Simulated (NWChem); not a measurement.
System: C3H4ClF; SMILES C1[C@H]([C@@H]1Cl)F

Output (shortened):

```
             Northwest Computational Chemistry Package (NWChem) 7.3.0
             --------------------------------------------------------

                             Geometry "geometry" -> ""
                             -------------------------

 Output coordinates in angstroms (scale by  1.889725989 to convert to a.u.)

  No.       Tag          Charge          X              Y              Z
 ---- ---------------- ---------- -------------- -------------- --------------
    1 F                    9.0000     0.62889100     2.14489800     0.10267500
    2 C                    6.0000     0.13036800     1.00188000    -0.42105400
    3 C                    6.0000    -1.25684500     0.59707800    -0.05300700
    4 C                    6.0000    -0.07259700    -0.15076300     0.49481800
    5 Cl                  17.0000     0.28073000    -1.77974400    -0.05339200
    6 H                    1.0000     0.49426900     0.80513700    -1.43490600
    7 H                    1.0000    -1.79784600     1.23232900     0.65363700
    8 H                    1.0000    -1.86862100     0.11305100    -0.81828300
    9 H                    1.0000     0.18039800     0.00583900     1.54654600

 Effective nuclear repulsion energy (a.u.)     216.2662621610

                              NWChem Property Module
                              ----------------------

  itol2e modified to match energy
  convergence criterion.

                                 NWChem DFT Module
                                 -----------------

 Summary of "ao basis" -> "ao basis" (spherical)
 ------------------------------------------------------------------------------
       Tag                 Description            Shells   Functions and Types
 ---------------- ------------------------------  ------  ---------------------
 F                          pcsseg-1                 7       17   3s3p1d
 C                          pcsseg-1                 7       17   3s3p1d
 Cl                         pcsseg-1                10       24   4s5p1d
 H                          pcsseg-1                 3        5   2s1p

  itol2e modified to match energy
  convergence criterion.

[...]

          -----------------------------------------
          Chemical Shielding Tensors (GIAO, in ppm)
          -----------------------------------------

                                NWChem CPHF Module
                                ------------------

  scftype          =     RHF
  nclosed          =       24
  nopen            =        0
  variables        =     2112
  # of vectors     =        3
  tolerance        = 0.10D-03
  level shift      = 0.00D+00
  max iterations   =       50
  max subspace     =       30

 SCF residual:    8.6533060331434137E-005

Iterative solution of linear equations
  No. of variables     2112
  No. of equations        3
  Maximum subspace       30
        Iterations       50
       Convergence  1.0D-04

   iter   nsub   residual    time
   ----  ------  --------  ---------
     1      3    4.15D-01      64.9
     2      6    5.08D-02      69.3
     3      9    6.72D-03      73.7
     4     12    7.34D-04      78.1
     5     15    7.78D-05      82.5

      Atom:    1  F
        Diamagnetic
    469.8608      9.2800      3.6057
      9.2800    487.5908      8.2836
      3.6057      8.2836    469.6464

        Paramagnetic
    -90.6239      0.4535    -14.1642
      0.4535    -80.2935     10.7626
    -14.1642     10.7626    -23.3855

        Total Shielding Tensor
    379.2370      9.7335    -10.5585
      9.7335    407.2973     19.0463
    -10.5585     19.0463    446.2609

           isotropic =     410.9317
          anisotropy =      65.4125

          Principal Components and Axis System
                 1           2           3
              454.5400    405.7311    372.5240

      1        -0.0842      0.4297      0.8990
      2         0.3576      0.8552     -0.3753
      3         0.9301     -0.2899      0.2257

      Atom:    2  C
        Diamagnetic
    238.7213      4.1948      2.4437
      4.1948    249.5789     -0.3763
      2.4437     -0.3763    234.3198

        Paramagnetic
   -162.6300      9.5493     16.9499
      9.5493    -87.5488     47.7548
     16.9499     47.7548   -136.2322

        Total Shielding Tensor
     76.0913     13.7442     19.3935
     13.7442    162.0301     47.3785
     19.3935     47.3785     98.0876

           isotropic =     112.0697
          anisotropy =     118.6483

          Principal Components and Axis System
                 1           2           3
              191.1686     83.0204     62.0200

      1         0.1830      0.6813      0.7087
      2         0.8602     -0.4600      0.2201
      3         0.4760      0.5694     -0.6702

      Atom:    3  C
        Diamagnetic
    251.0261     -1.6169      1.0344
     -1.6169    249.3276     -4.8520
      1.0344     -4.8520    242.0666

        Paramagnetic
   -112.3753      4.0457      5.4267
      4.0457    -57.2101     27.0801
      5.4267     27.0801    -75.7685

        Total Shielding Tensor
    138.6509      2.4288      6.4611
      2.4288    192.1175     22.2281
      6.4611     22.2281    166.2982

           isotropic =     165.6888
          anisotropy =      59.4782

          Principal Components and Axis System
                 1           2           3
              205.3410    154.6642    137.0614

      1         0.0801      0.2558      0.9634
      2         0.8605     -0.5056      0.0627
      3         0.5031      0.8240     -0.2606

      Atom:    4  C
        Diamagnetic
    244.7342     -3.9333     -1.5169
     -3.9333    260.6374     -0.0264
     -1.5169     -0.0264    235.7068

[...]
```

Level: BHandHLYP/pcSseg-1, GIAO. The geometry was optimised at PBE0/def2-SVP. The printed shielding anisotropy is the first printed principal value minus the mean of the other two.

Q: Which NWChem input produces such a log?

A: One answer among several that fit: the input that was run:
```
start job
memory heap 200 mb stack 900 mb global 1100 mb
geometry units angstroms noautosym nocenter noautoz
  F      0.628891     2.144898     0.102675
  C      0.130368     1.001880    -0.421054
  C     -1.256845     0.597078    -0.053007
  C     -0.072597    -0.150763     0.494818
  Cl     0.280730    -1.779744    -0.053392
  H      0.494269     0.805137    -1.434906
  H     -1.797846     1.232329     0.653637
  H     -1.868621     0.113051    -0.818283
  H      0.180398     0.005839     1.546546
end
basis spherical
  * library pcsseg-1
end
dft
  xc bhlyp
  iterations 150
end
property
  shielding
end
task dft property
```
